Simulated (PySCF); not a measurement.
# Ionisation energy of I(2+) by level of theory

I(2+) [Kr] 4d10 5s2 5p3 (4S) → I(3+) [Kr] 4d10 5s2 5p2 (3P), as a difference of total energies. All numbers are calculated (PySCF 2.14, scalar relativity by spin-free X2C-1e, in x2c-TZVPPall with one added diffuse shell each of s, p, d, f type (9s7p5d3f, 76 functions)). Correlated levels: valence and next inner shell: [Ar] 3d10 frozen. The calculations carry no spin-orbit coupling.

| method | ionisation energy (eV) | difference from reference (eV) |
| --- | --- | --- |
| UHF | 29.839 | +0.269 |
| MP2 (valence and next inner shell) | 30.471 | +0.901 |
| SCS-MP2 (valence and next inner shell) | 30.285 | +0.715 |
| CCSD (valence and next inner shell) | 30.342 | +0.772 |
| CCSD(T) (valence and next inner shell) | 30.366 | +0.796 |

Reference: 29.57 ± 0.025 eV (measured; NIST Atomic Spectra Database, ionization energies).

The reference lies between the lowest fine-structure levels, while these numbers refer to the centres of the terms.

Errors of the correlated levels include the incompleteness of this basis and the frozen core.
